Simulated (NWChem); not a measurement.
System: HfN$_{2}$H$_{6}$; SMILES [NH2][HfH2][NH2]

```xyz
9

Hf    -0.2171    -0.0017     0.0000
N      0.9090     1.6733     0.0000
H      1.2334     2.1752    -0.8261
H      1.2334     2.1752     0.8261
N      0.9699    -1.6317     0.0000
H      0.5689    -2.5707     0.0000
H      1.9829    -1.7207     0.0000
H     -1.2687    -0.1157    -1.5431
H     -1.2687    -0.1157     1.5431
```
Atoms are numbered in this order, from 1.

Results from NWChem. Coordinates come from a PBE0/def2-SVP optimisation. def2 effective core potentials on Hf; no spin-orbit coupling. Level MN15/def2-SVP: energy and gradient on several grids; changes count from the extra-fine grid, which is no exact limit either.

```json
[
 {"grid": "xcoarse", "size of the energy change (μHa)": "40000", "largest change of a gradient component (μHa/bohr)": "3000", "time, medium = 1 (rough)": "about 1"},
 {"grid": "coarse", "size of the energy change (μHa)": "100", "largest change of a gradient component (μHa/bohr)": "500", "time, medium = 1 (rough)": "about 1"},
 {"grid": "medium", "size of the energy change (μHa)": "< 10", "largest change of a gradient component (μHa/bohr)": "40", "time, medium = 1 (rough)": "about 1"},
 {"grid": "fine", "size of the energy change (μHa)": "< 10", "largest change of a gradient component (μHa/bohr)": "< 30", "time, medium = 1 (rough)": "about 1"},
 {"grid": "xfine", "size of the energy change (μHa)": "< 10", "largest change of a gradient component (μHa/bohr)": "< 30", "time, medium = 1 (rough)": "2"}
]
```
